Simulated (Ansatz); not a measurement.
# GeSiH3ClO (SMILES [SiH3][O][Ge][Cl]): the energy to break a bond

The species is GeSiH3ClO (7 atoms), meant as a singlet with charge 0. As SMILES, `[SiH3][O][Ge][Cl]`. The shape was relaxed beforehand at PBE0/def2-SVP. This is one conformer, not always the lowest.

```xyz
7

Si    0.1834    0.6730   -0.6157
O     0.4346   -0.9750   -0.4064
Ge    0.0793   -2.2394    0.7815
Cl   -0.9940   -0.9996    2.2819
H     0.7985    1.0507   -1.9196
H    -1.2764    0.9782   -0.6494
H     0.8360    1.4441    0.4820
```

Wanted: the dissociation energy of the O2–Si1 bond into doublet GeClO and doublet SiH3 (shapes relaxed at PBE0/def2-SVP, no zero-point term). 1 Eh = 2625.50 kJ/mol = 27.2114 eV. Totals in Eh; open shells run unrestricted unless said.

```tsv
level	program	GeSiH3ClO	doublet GeClO	doublet SiH3
B3LYP/def2-SVP	Ansatz	-2903.351567	-2612.011258	-291.158545
wB97M-V/def2-SVP	Ansatz	-2903.090228	-2611.797042	-291.092709
MP2/def2-SVP, 20 core orbitals frozen	Ansatz	-2900.579279	-2609.738154	-290.627502
```

Problem. Work out the dissociation energy at each level.

Solution. 
1. B3LYP/def2-SVP: (-2612.011258) + (-291.158545) − (-2903.351567) = 0.181764 Eh = 477.2 kJ/mol = 4.95 eV.
2. wB97M-V/def2-SVP: (-2611.797042) + (-291.092709) − (-2903.090228) = 0.200477 Eh = 526.4 kJ/mol = 5.46 eV.
3. MP2/def2-SVP: (-2609.738154) + (-290.627502) − (-2900.579279) = 0.213623 Eh = 560.9 kJ/mol = 5.81 eV.

The levels span 477 to 561 kJ/mol; no measured value is set beside them. A bond enthalpy at 298 K also holds the loss of zero-point energy and thermal terms.
